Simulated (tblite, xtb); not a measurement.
CH8Si2, triplet, at the geometry of the source list (a higher spin typed on purpose: for a closed-shell molecule this is an excited state). Base run: GFN1-xTB in xtb.

xtb was given this input:
```
$ xtb mol.xyz --gfn 1 --uhf 2 --json

# file mol.xyz
11

Si     1.44550000     0.72650000     0.01360000
C      0.23090000    -0.72850000    -0.12920000
Si    -1.59710000    -0.24800000     0.07130000
H      2.82320000     0.25020000    -0.15520000
H      1.15270000     1.71520000    -1.02630000
H      1.31490000     1.34820000     1.33300000
H      0.48530000    -1.47850000     0.62030000
H      0.36710000    -1.21120000    -1.09740000
H     -1.96900000     0.71540000    -0.96690000
H     -1.80660000     0.34830000     1.39230000
H     -2.44690000    -1.43760000    -0.05530000
```

Programs used: tblite, xtb; a row that names a program was run with it.

The base run was repeated with changes; each row names its change, and settings that it needs were set with it.

```json
[
 {"change": "base", "ΔE vs base (kJ/mol)": "0.00", "dipole (D)": "2.66", "G_solv (kcal/mol)": "-", "SCF cycles": "12"},
 {"change": "acc = 30", "ΔE vs base (kJ/mol)": "0.00", "dipole (D)": "2.66", "G_solv (kcal/mol)": "-", "SCF cycles": "9"},
 {"change": "program = tblite; method = gfn1; option = (--etemp, 2000)", "ΔE vs base (kJ/mol)": "-29.6", "dipole (D)": "-", "G_solv (kcal/mol)": "-", "SCF cycles": "-"},
 {"change": "gbsa = methanol", "ΔE vs base (kJ/mol)": "-2.93", "dipole (D)": "2.86", "G_solv (kcal/mol)": "-0.77", "SCF cycles": "12"},
 {"change": "alpb = acetone", "ΔE vs base (kJ/mol)": "-2.96", "dipole (D)": "2.85", "G_solv (kcal/mol)": "-0.77", "SCF cycles": "12"},
 {"change": "etemp = 10", "ΔE vs base (kJ/mol)": "0.13", "dipole (D)": "2.60", "G_solv (kcal/mol)": "-", "SCF cycles": "11"},
 {"change": "alpb = water", "ΔE vs base (kJ/mol)": "2.45", "dipole (D)": "2.83", "G_solv (kcal/mol)": "0.53", "SCF cycles": "12"},
 {"change": "program = tblite; method = gfn1; option = (--efield, 0,0,0.1)", "ΔE vs base (kJ/mol)": "0.41", "dipole (D)": "-", "G_solv (kcal/mol)": "-", "SCF cycles": "-"},
 {"change": "etemp = 3000", "ΔE vs base (kJ/mol)": "-59.1", "dipole (D)": "2.27", "G_solv (kcal/mol)": "-", "SCF cycles": "11"}
]
```

ALPB and GBSA are two models with their own fitted parameters for each solvent, which aren't always the measured dielectric constant.
